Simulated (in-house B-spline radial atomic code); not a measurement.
The numbers below are computed, except where a source is named.
## Building a PAW d channel for Fe, r_c = 1.71 bohr

Fe, [Ar] 3d6 4s2, non-relativistic LDA (VWN5), spherical and spin-unpolarised, from a B-spline radial code for spherical atoms (atomic units; all potentials screened as in the neutral atom).

Two all-electron partial waves φ1, φ2 are integrated outwards at E1 = ε(3d) = -0.295049 and E2 = E1 + 0.5 hartree; φ1 is the bound orbital and φ2 has unit norm inside r_c = 1.708 bohr. Smooth partners are polynomials, r^3(a0 + a1 r² + a2 r⁴ + a3 r⁶), matched to φ and three derivatives at r_c, with no condition on the norm. The local potential is -7.93729 + (6.56595) r² + (-2.29533) r⁴ + (0.296663) r⁶ inside 1.3984 bohr and the all-electron one outside.

| wave | φ(r_c) | φ'(r_c) | a0 | a1 | a2 | a3 |
| --- | --- | --- | --- | --- | --- | --- |
| 1 | 0.5034471 | -0.3986396 | 1.076333 | -0.739124 | 0.1887634 | -0.01713961 |
| 2 | 0.1690407 | 1.566207 | -1.156376 | 0.9338147 | -0.2461765 | 0.02260319 |

Inside r_c the overlaps are <φi φj> = [[0.84097, -0.85589], [-0.85589, 1.00000]] and, for the smooth waves, [[0.29385, -0.16191], [-0.16191, 0.12514]]. With χj = (Ej − T − V_local) applied to smooth wave j, the program's quadrature gives the matrix B_ij = <smooth i, χj> as [[-0.39294, 0.59109], [0.24410, -0.38121]].

**Question.** Check the match of the first wave, and find the augmentation charges q_ij.

**Answer.** At r_c the four terms are 5.36303, -10.74377, 8.00448, -2.12027, which sum to 0.5035, φ1(r_c) to rounding. q_ij is the all-electron overlap less the smooth one: [[0.54712, -0.69398], [-0.69398, 0.87486]]. The smooth first wave has a norm of 0.2939 inside r_c against 0.8410, and q11 > 0 puts back the missing charge.

**Question.** B isn't symmetric. Show that D_ij = B_ij + Ej q_ij is.

**Answer.** Integrating by parts gives B12 − B21 = (E1 − E2) q12: 0.59109 − (0.24410) = 0.34699, and −0.5 × (-0.69398) = 0.34699. So D12 = 0.59109 + (0.204951)(-0.69398) = 0.44886 and D21 = 0.24410 + (-0.295049)(-0.69398) = 0.44886; D11 = -0.55437, D22 = -0.20191. The projectors, p = (B⁻¹)ᵀ χ, are dual to the smooth waves; det B = 0.0055.

Solving (T + V_local + Σ p D p) ψ = E (1 + Σ p q p) ψ in a sphere of 9 bohr gives these levels:

```csv
all-electron,one projector,two projectors
-0.295047,-0.295047,-0.295047
0.108727,0.111714,0.108727
0.368856,0.385042,0.368860
0.770429,0.818954,0.770558
1.305520,1.412300,1.306670
```

**Question.** What does the second projector gain?

**Answer.** With one projector the errors are 0.00, +2.99, +16.19, +48.52, +106.78 millihartree. With two the errors are 0.00, 0.00, 0.00, +0.13, +1.15 millihartree. The scattering is exact at E1 and at E2 = 0.205, and over all levels compared the largest error is 1.1 millihartree. The lowest eigenvalue of the overlap operator is 1 with one and 0.9417 with two projectors. The smooth orbital alone needs a cutoff of 21 hartree for 1 millihartree of kinetic energy, against 42.3 for a norm-conserving Troullier-Martins orbital of the same radius; part of the gain comes from giving up the norm, part from the simpler form.
